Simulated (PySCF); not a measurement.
**C₆H₁₃BO₂: full NMR table**

```
Formula                               : C6H13BO2
SMILES                                : CC/C=C/B(OC)OC
InChI                                 : InChI=1S/C6H13BO2/c1-4-5-6-7(8-2)9-3/h5-6H,4H2,1-3H3/b6-5+
Point group of the computed structure : C1
Carbon signals                        : 5
Proton signals                        : 5
```

Mapped SMILES: `[CH3:1][CH2:2]/[CH:3]=[CH:4]/[B:5]([O:6][CH3:7])[O:8][CH3:9]`; H(Xn) means a hydrogen on atom n.

[PySCF 2.14: PBE0-D3(BJ)/def2-SVP geometry; GIAO B3LYP/pcSseg-1 shieldings; gas phase; one conformer; rapidly exchanging positions averaged; non-relativistic]

References, each an isolated molecule treated in the same way: ¹H (σref 31.38) and ¹³C (σref 179.24) vs TMS; ¹¹B (σref 97.83) against BF3·OEt2; H2O for ¹⁷O (σref 334.04).

| carbon | δC, type | δH (multiplicity) | HMBC from (2–3 bonds) | span of the C tensor (ppm) |
| --- | --- | --- | --- | --- |
| C1 | 16.4, CH3 | 1.04 (t) | H(C3), H(C2) | 26 |
| C2 | 36.0, CH2 | 2.11 (m) | H(C3), H(C4), H(C1) | 30 |
| C3 | 168.3, CH | 6.88 (m) | H(C4), H(C2), H(C1) | 265 |
| C4 | 124.3, CH | 5.55 (d) | H(C3), H(C2) | 210 |
| C7/C9 | 53.0, CH3 | 3.65 (s) | – | 74 |

Other nuclei:
```json
{"atoms": "B5", "nucleus": "¹¹B", "environment": "boron bonded to C, 2 O", "δ (ppm)": "25.6", "σ (ppm)": "72.2"}
{"atoms": "O6/O8", "nucleus": "¹⁷O", "environment": "oxygen bonded to C, B", "δ (ppm)": "96.8", "σ (ppm)": "237.3"}
```

δC 168.3, 124.3: alkene CH. δC 36.0: allylic sp3 CH2; a saturated carbon with 2 carbon neighbours and no heteroatom attached. δC 16.4: methyl carbon; aliphatic region, no heteroatom directly attached. δH 6.88, 5.55: hydrogen on an alkene CH; olefinic region. δH 3.65: hydrogen on a methyl carbon bonded to O; its carbon carries O, an electronegative neighbour.

A carbon bonded to boron is broadened by the quadrupolar boron nucleus and is often missing from a measured spectrum. Shifts are as computed. Against solution values, carbons near 30 ppm lie about +2 ppm off and those near 130 ppm about +6 ppm. Of 1211 compounds with measured shifts, 218 miss one by over three times the rms of a fit or turn the order of signals round; such compounds aren't used in these exercises. Experimental scales use liquid or dissolved standards, which lie at an offset from isolated H2O (liquid H2O: subtract about 36 ppm). Multiplicities follow the n + 1 count of equivalent neighbours, as no J values were calculated; m marks all less simple cases, F and P coupling included.
